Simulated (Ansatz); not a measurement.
One change: `[CH3][Ti]([OH])([Cl])[Cl]` becomes `[CH3][Ti]([OH])([OH])[Cl]`.

Ansatz, PBE0-D4/def2-TZVP geometries, multiplicity 1. Each molecule was computed in one conformer, which needn't be the lowest.

Scalar relativity is left out up to krypton.

| property | `[CH3][Ti]([OH])([Cl])[Cl]` |
| --- | --- |
| HOMO energy (PBE0/def2-TZVPP) / eV | -8.49 |
| HOMO energy (B3LYP/def2-TZVPP) / eV | -8.22 |
| size of the dipole moment (ωB97M-V/def2-TZVPP) / D | 2.42 |
| LUMO energy (B3LYP/def2-TZVPP) / eV | -2.75 |
| HOMO–LUMO gap (PBE0/def2-TZVPP) / eV | 6.00 |
| HOMO–LUMO gap (PBE/def2-TZVPP) / eV | 3.46 |

Give the same properties after the change, and the shifts. (An estimate is asked.)

Ansatz gave: 
```tsv
property	`[CH3][Ti]([OH])([OH])[Cl]`	shift
HOMO energy (PBE0/def2-TZVPP) / eV	-8.01	0.48
HOMO energy (B3LYP/def2-TZVPP) / eV	-7.75	0.47
size of the dipole moment (ωB97M-V/def2-TZVPP) / D	2.82	0.40
LUMO energy (B3LYP/def2-TZVPP) / eV	-2.16	0.59
HOMO–LUMO gap (PBE0/def2-TZVPP) / eV	6.13	0.13
HOMO–LUMO gap (PBE/def2-TZVPP) / eV	3.59	0.13
```

With PBE0 the HOMO rises by 0.48 eV and the LUMO rises by 0.61 eV, so the gap widens by about 0.13 eV. PBE moves the HOMO by 0.45 eV and ωB97M-V by 0.50 eV. The zero-point energy changes by 30.5 kJ/mol with +3 modes. Dipoles are sizes alone; their direction can turn.

B3LYP here is the variant with VWN-RPA as its local correlation; programs differ in this.
